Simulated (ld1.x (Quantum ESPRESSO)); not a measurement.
**What one change does to a pseudopotential (H, TM)**

* Element: H
* Generator: ld1.x (Quantum ESPRESSO) 7.5
* Type: norm-conserving Troullier–Martins (Kleinman–Bylander form)
* Functional: PBE
* Relativity: fully relativistic
* Frozen core: none
* Valence charge: 1
* Reference configuration: 1s0.75 (charge +0.25)
* Partial waves: 2p channel at -0.05 Ry: rc 0.55 bohr; 1s (bound): rc 0.60 bohr
* Local potential: the s channel
* Core correction: none

Open shells are filled in proportion to 2j + 1 (rel_dist='average').

Change: wave 1s (bound): rc 0.60 bohr becomes 1s (bound): rc 0.68 bohr.

Cutoffs: the cutoffs (Ry, on a coarse ladder) from which the occupation-weighted sum of valence levels, in a spherical-Bessel basis at the reference potential, stays within 10 and 1 mRy of its value at 400 Ry; they do not see the model core or the augmentation charge, which bear on the density cutoff. Errors are all-electron minus pseudo energies relative to the spin-unpolarised reference configuration.

**Question.** Predict the effect on cutoff, ghosts and configuration errors.

**Answer.** The potential gets softer (35 Ry and 90 Ry → 30 Ry and 70 Ry); neither file shows a bound ghost. A larger radius leaves more room for a smooth pseudo-wave, so fewer plane waves are needed.

```json
{"quantity": "cutoff, loose", "base": "35 Ry", "changed": "30 Ry"}
{"quantity": "cutoff, tight", "base": "90 Ry", "changed": "70 Ry"}
{"quantity": "bound ghosts", "base": "none", "changed": "none"}
{"quantity": "error for 1s1, meV [ΔE -1.99 eV]", "base": "+0.1", "changed": "+0.1"}
{"quantity": "error for 1s0.5, meV [ΔE 2.77 eV]", "base": "-0.1", "changed": "0.0"}
```
